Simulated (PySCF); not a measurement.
# C₆ coefficients of unlike pairs at LC-wPBE

Calculated with PySCF 2.14 from the dipole response of each species, C₆(A,B) = (3/π) ∫ α_A(iu) α_B(iu) du, in atomic units, from isotropic polarisabilities. For ions this is the dispersion term alone; charge-induced terms of lower order in 1/R come first.

```tsv
species	configuration	basis	relativity	α (bohr³)	C₆ (like pair)
Al⁺	[Ne] 3s2 (1S)	aug-cc-pwCVQZ (10s9p7d5f3g)	none	25.52	132.5
B²⁺	[He] 2s1 (2S)	aug-cc-pCVQZ-DK (9s8p6d4f2g)	spin-free X2C	7.257	9.800
Te⁺	[Kr] 4d10 5s2 5p3 (4S)	aug-cc-pVQZ-PP with ECP28MDF (7s7p5d3f2g)	core potential	21.93	182.6
Sr	[Kr] 5s2 (1S)	aug-cc-pwCVTZ-X2C (10s9p7d3f)	spin-free X2C	223.8	3842
```

**Question.** Estimate C₆ for Te⁺ with B²⁺.

**Answer.** The integral gives 40.01. The combination rule 2 C_A C_B / (C_A α_B/α_A + C_B α_A/α_B) gives 39.75 and the geometric mean 42.30.

No spin-orbit coupling is included.

The other pairs:

```json
{"pair": "B²⁺, Al⁺", "C₆": "36.01"}
{"pair": "Te⁺, Al⁺", "C₆": "148.2"}
{"pair": "Sr, B²⁺", "C₆": "178.6"}
{"pair": "Sr, Te⁺", "C₆": "650.6"}
{"pair": "Sr, Al⁺", "C₆": "646.8"}
```
